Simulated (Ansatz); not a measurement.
Energy needed to pull apart AlNH4SO (SMILES [NH2][Al]([OH])[SH]), closed shell, into free ground-state atoms, from the structure below (displaced at random from its PBE0-D4/def2-TZVP minimum); no zero-point or spin–orbit terms; open-shell atoms are treated unrestricted, in their ground-state multiplicity.

```
atom    x (Å)    y (Å)    z (Å)
  N1  -0.6026   1.4786   0.1634
 Al2   0.0243  -0.2019   0.1711
  O3   1.7141  -0.6179  -0.0911
  S4  -1.5166  -1.6482  -0.3575
  H5   0.1257   2.3152   0.3218
  H6  -1.3652   2.0529   0.2759
  H7   2.4916  -0.2108  -0.0445
  H8  -0.7492  -2.7243  -0.3235
```

Ansatz 0.2.0; basis: def2-TZVPP; cores frozen in the correlated methods.

| method | atomization energy (kJ/mol) |
| --- | --- |
| PBE-D4 | ? |
| r2SCAN-D4 | 2704 |
| PBE0-D4 | ? |
| wB97M-V | 2718 |
| HF | 1831 |
| MP2 | 2680 |
| CCSD | 2572 |
| CCSD(T) | 2619 |

(1) What does PBE-D4 give? (To be estimated.)

(2) What does PBE0-D4 give? (Judge from chemistry; the value comes from the calculation.)

The T1 diagnostic stays at or below 0.012.

Results:

(1) Computed: 2736 kJ/mol, which is about 117 kJ/mol more than CCSD(T)/def2-TZVPP.

(2) The calculation gives: 2669 kJ/mol, which is about 50 kJ/mol more than CCSD(T)/def2-TZVPP.

In triple zeta the MP2 and coupled-cluster atomization energies are still short of their basis limit by a few kcal/mol a bond, whereas those of the functionals are nearly converged, so these differences are not deviations from converged CCSD(T).

For scale, one of the runs: CCSD(T)/def2-TZVPP forces, 202 basis functions (an equivalent command: `ansatz run in.yaml --threads 4`). Time: 2.8 min of wall clock on 4 CPU threads; the host was shared. Peak host memory: 4.7 GiB.
